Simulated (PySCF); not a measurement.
**Strontium: a sound run and one with changed settings**

Sound run: Sr [Kr] 5s2, Sr⁺ [Kr] 5s1. All numbers are calculated (PySCF 2.14, scalar relativity by spin-free X2C-1e, in x2c-TZVPall). The sound run starts from symmetry-adapted Hartree-Fock orbitals and uses a fine grid where one is needed.

A second run was set up differently.

| species | method | sound run (hartree) | changed run (hartree) | converged |
| --- | --- | --- | --- | --- |
| Sr | UHF | -3177.31954 | -3177.31953 | no |
| Sr | MN15 | -3181.21793 | -3181.21729 | no |
| Sr | BP86 | -3179.62918 | -3179.62906 | no |
| Sr⁺ | UHF | -3177.14513 | -3177.14424 | no |
| Sr⁺ | MN15 | -3180.99708 | -3180.99540 | no |
| Sr⁺ | BP86 | -3179.41453 | -3179.41370 | no |

(1) What was changed?
A. basis contracted for another Hamiltonian
B. too few SCF iterations
C. radial grid too coarse
D. angular grid far too coarse

Results:

(1) B. It used initial guess minao, at most 2 SCF cycles. The SCF was stopped early; the energies are upper bounds that still move, and correlated levels were skipped or rest on poor orbitals.
